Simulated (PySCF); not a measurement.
# Static response to an electric field

Species: C3H6ClFSi.
Structure used (GFN2-xTB), in Å, numbered top down from 1:
```
atom  x, y, z in Å
F1    -0.9785    1.1790   -0.9041
C2    -1.6966    0.1782   -0.2979
C3    -0.8345   -0.7870    0.4456
C4     0.4857   -0.7415    0.5504
Si5    1.6349    0.5508   -0.2073
Cl6    3.4959   -0.0195    0.3708
H7    -2.2564   -0.3336   -1.0913
H8    -2.4061    0.6672    0.3819
H9    -1.4159   -1.5708    0.9171
H10    0.9593   -1.5248    1.1298
H11    1.6103    0.5201   -1.6656
H12    1.4032    1.8812    0.3446
```

Level: CAM-B3LYP/def2-SVPD (PySCF), static field, nuclei fixed, core orbitals frozen in the response. The polarisability tensor in these axes (au):

```
x   100.02   1.80   2.96
y     1.80  66.41  -4.60
z     2.96  -4.60  62.78
```

**Question.** Give the principal values, the mean and the anisotropy Δα = √{½[(α1 − α2)² + (α2 − α3)² + (α1 − α3)²]}.

**Answer.** Principal values 59.36, 69.54 and 100.31 au; mean 76.40 au = 11.32 Å³ = 12.60 × 10⁻⁴⁰ C²·m²/J; Δα = 36.93 au (48 % of the mean).

**Question.** What is the dipole moment, and where does it point?

**Answer.** (-3.29, -1.06, 0.38) D, 3.48 D in size, pointing from the negative to the positive side. Measured along this direction, the outermost atoms are Cl6 at the negative end and H7 and H8 at the positive end.

**Question.** Refractivity n − 1 of an ideal gas of it at 298.15 K and 1 atm, from the electronic α?

**Answer.** N = p/kT = 2.4615 × 10¹⁹ cm⁻³, so n − 1 = 2π × N × 11.32 × 10⁻²⁴ cm³ = 1751 × 10⁻⁶ at long wavelengths, for an ideal gas.

**Question.** Sum over states: ᾱ = Σ f/ω², ω in Eh. What share falls to these 8 lowest TDDFT singlets (eV, f)? 6.79, 0.0010; 6.95, 0.3883; 7.28, 0.0028; 7.82, 0.0897; 7.85, 0.0007; 8.09, 0.0004; 8.17, 0.0135; 8.19, 0.0175.

**Answer.** They add up to 7.45 au, 9.8 % of the 76.40 au; the largest single term is 5.96 au, from the state at 6.95 eV. Terms in order: 0.02, 5.96, 0.04, 1.09, 0.01, 0.00, 0.15, 0.19 au. Higher excitations give the rest. The strengths listed sum to 0.514.

**Question.** Find the Langevin capture rate constant for NO+ (29.998 u) meeting this molecule (123.991 u), k = 2.342 × 10⁻⁹ cm³/s × √(α in Å³ / reduced mass in u).

**Answer.** The reduced mass is 24.15 u, so k = 1.60 × 10⁻⁹ cm³/s. The formula leaves out the permanent dipole, which adds to the capture rate.

**Question.** Traceless (Buckingham) quadrupole moment about the centre of nuclear charge: eigenvalues?

**Answer.** -4.76, -1.86, 6.62 D·Å. The values depend on the origin, since the dipole doesn't vanish. The electronic extent ⟨r²⟩ about the same centre is 1156 bohr², a root-mean-square distance of 2.25 Å for the 64 electrons.

**Question.** Orientational against electronic polarisability at 400 K (dilute gas, rigid molecules)?

**Answer.** In Gaussian units μ²/3kT = 72.90 Å³ against 11.32 Å³, a ratio of 6.44; the Debye molar polarisation (4π/3)N_A(α + μ²/3kT) is 212.4 cm³/mol, leaving out the vibrational part.

The structure is a single GFN2-xTB conformer in the gas phase; no vibrational or solvent corrections.
